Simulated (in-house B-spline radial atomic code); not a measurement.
How numerical settings move a run on the lead ion Pb³⁺, [Xe] 4f14 5d10 6s1. Computed with an all-electron radial atomic-structure program (B-spline basis): Dirac-Hartree-Fock, average of configuration, Fermi nucleus of rms radius 5.5012 fm.

Command:
```bash
python run_scf.py task.json out
```
Settings of the sound reference run:
```
Z                82
electrons        79
configuration    [Xe] 4f14 5d10 6s1
hamiltonian      dirac
method           hf
spin_polarised   False
nucleus          fermi
rms_radius       5.5012
mass_number      208
atomic_mass      207.9767
speed_of_light   137.036
knot_spacing     0.22
spline_order     8
gauss_points     12
box_radius       16.22
max_iterations   70
damping          0.5
damped_steps     3
diis_vectors     10
tolerance        1e-08
start            Thomas-Fermi
```

Time taken, with all properties: 2.8 s on 1 thread of Intel(R) Xeon(R) Platinum 8488C, with other jobs on the host.

It converges in 10 iterations to -20911.893441 hartree, with 6s1/2 at -40.8321 eV. The other runs change the listed settings, some to values that make no sense; their results aren't properties of the atom or ion. Radii are in bohr (the nuclear one in fm), a minus after a letter asks for a j subshell, and «unchanged» means within 1e-8 hartree. The run stops when the residual is below 10 × tolerance × max(1, Z/10), or a noise floor if that is larger, and the energy moves by less than 1e-8 × √|E| hartree; so very loose and very tight tolerances often act alike.

| changed settings | outcome |
| --- | --- |
| knot_spacing = 0.55 | converged in 10 iterations, energy +2.21e+00 hartree from the reference, 6s1/2 level +1.9e-01 eV (the program warns: 5s1/2 reaches the box edge) |
| electrons = 80, configuration = [Xe] 4f14 5d10 6s1 7s-1, max_iterations = 60 | stopped with error: j subshells need the Dirac Hamiltonian and l > 0 |
| first_knot = 1.22e-06 | converged in 9 iterations, energy +5.11e-07 hartree from the reference, 6s1/2 level +2.8e-06 eV |
| max_iterations = 60, damped_steps = 30, tolerance = 1e-10 | converged in 24 iterations, energy unchanged, 6s1/2 level -2.5e-06 eV |
| knot_spacing = 0.4 | converged in 10 iterations, energy +1.55e-02 hartree from the reference, 6s1/2 level +1.3e-03 eV |
| knot_spacing = 0.75 | converged in 10 iterations, energy +6.67e+01 hartree from the reference, 6s1/2 level +3.6e+00 eV (the program warns: 6s1/2 reaches the box edge; 3s1/2 reaches the box edge) |
| spin_polarised = True | stopped with error: spin polarisation is not served with the Dirac Hamiltonian |
| max_iterations = 60, damping = 0, diis_vectors = 20 | converged in 9 iterations, energy unchanged, 6s1/2 level -2.2e-06 eV |
| box_radius = 32.44, first_knot = 1.22e-05, max_iterations = 100, diis_vectors = 1, tolerance = 0.001 | converged in 8 iterations, energy +3.65e-07 hartree from the reference, 6s1/2 level +3.7e-04 eV |
| first_knot = 0.0366 | converged in 10 iterations, energy +1.30e+02 hartree from the reference, 6s1/2 level +1.3e-01 eV |
| first_knot = 0.000122 | converged in 10 iterations, energy +1.33e-06 hartree from the reference |
| gauss_points = 3 | converged in 10 iterations, energy +6.20e-03 hartree from the reference, 6s1/2 level -2.9e-04 eV |
| gauss_points = 5 | converged in 10 iterations, energy -7.14e-07 hartree from the reference |
| gauss_points = 6 | converged in 10 iterations, energy +2.10e-08 hartree from the reference |
| gauss_points = 4 | converged in 10 iterations, energy +2.08e-05 hartree from the reference, 6s1/2 level -1.8e-06 eV |
| knot_spacing = 0.15 | converged in 10 iterations, energy -3.11e-07 hartree from the reference |
| knot_spacing = 1.4 | converged in 9 iterations, energy +2.12e+03 hartree from the reference, 6s1/2 level +1.5e+01 eV (the program warns: 6s1/2 reaches the box edge; 1s1/2 reaches the box edge) |
| first_knot = 1.22e-05 | converged in 10 iterations, energy +2.80e-07 hartree from the reference |
| knot_spacing = 0.1 | converged in 9 iterations, energy -2.03e-07 hartree from the reference, 6s1/2 level +2.6e-06 eV |

Task: What happens with first_knot = 0.00122?

Result: Converged in 10 iterations, energy +1.07e+00 hartree from the reference, 6s1/2 level +3.4e-03 eV.

Task: What happens with knot_spacing = 0.1, gauss_points = 6, max_iterations = 100, damping = 0.8, tolerance = 0.01?

Result: Converged in 9 iterations, energy -1.95e-07 hartree from the reference, 6s1/2 level -1.1e-05 eV.

Task: What happens with gauss_points = 4, box_radius = 4.87, max_iterations = 3, diis_vectors = 1?

Result: Not converged after 3 iterations, last residual 2.4e-02, last energy +1.46e-02 hartree from the reference.

Task: What happens with knot_spacing = 1?

Result: Converged in 10 iterations, energy +6.62e+01 hartree from the reference, 6s1/2 level +2.4e+00 eV (the program warns: 3p1/2 reaches the box edge; 4s1/2 reaches the box edge).
